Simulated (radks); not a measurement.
V11+, 12 electrons, occupied as [Ne] 3s2. Calculated with a radial shooting solver on a logarithmic mesh with Libxc functionals: non-relativistic Kohn-Sham, BLYP, spin-unpolarised, spherical densities, point nucleus.

X-ray form factor f0, the Fourier transform of the density (f0(0) = 12):

| sin(theta)/lambda (1/angstrom) | f0 (electrons) |
|---|---|
| 0.05 | 11.958 |
| 0.1 | 11.834 |
| 0.15 | 11.635 |
| 0.2 | 11.371 |
| 0.25 | 11.053 |
| 0.3 | 10.695 |
| 0.4 | 9.913 |
| 0.5 | 9.117 |
| 0.6 | 8.366 |
| 0.8 | 7.068 |
| 1 | 5.986 |
| 1.25 | 4.809 |
| 1.5 | 3.802 |
| 2 | 2.405 |
